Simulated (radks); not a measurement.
Spherical quantum dot in the effective-mass picture: electrons in a hard-walled sphere of radius 2.12, with a point charge +1 (a donor) at the centre, all in effective atomic units (hartree* = m*/eps^2 hartree, bohr* = eps/m* bohr), one dielectric constant everywhere. Calculated with a radial shooting solver with Libxc functionals: non-relativistic Kohn-Sham, PBE, spin-polarised, spherical densities. Levels are named by radial order and angular momentum (1s, 1p, 1d, 2s, ...), and open shells are averaged over m. Results are scaled to m* = 0.115 and eps = 13.1, for which hartree* = 18.24 meV and bohr* = 6.028 nm.

N = 10, configuration 1s2 1p6 1d(up 2, down 0). This is the lowest configuration that the search found. Occupied and some empty levels:

| level | occupation | eigenvalue (meV) | <r> (nm) |
|---|---|---|---|
| 1s up | 1 | 118.43 | 6.760 |
| 1s down | 1 | 119.46 | 6.676 |
| 1p up | 3 | 136.96 | 7.988 |
| 1p down | 3 | 138.45 | 7.957 |
| 1d up | 2 | 160.51 | 8.578 |
| 1d down | 0 | 162.21 | 8.565 |
| 2s up | 0 | 170.93 | 5.946 |
| 2s down | 0 | 171.56 | 5.994 |
| 1f up | 0 | 189.88 | 8.986 |
| 1f down | 0 | 191.68 | 8.979 |
| 2p up | 0 | 217.89 | 6.687 |
| 2p down | 0 | 218.67 | 6.693 |

Energy (meV): total 789.060, kinetic 429.57, external -157.57, Hartree 630.25, exchange-correlation -113.19.
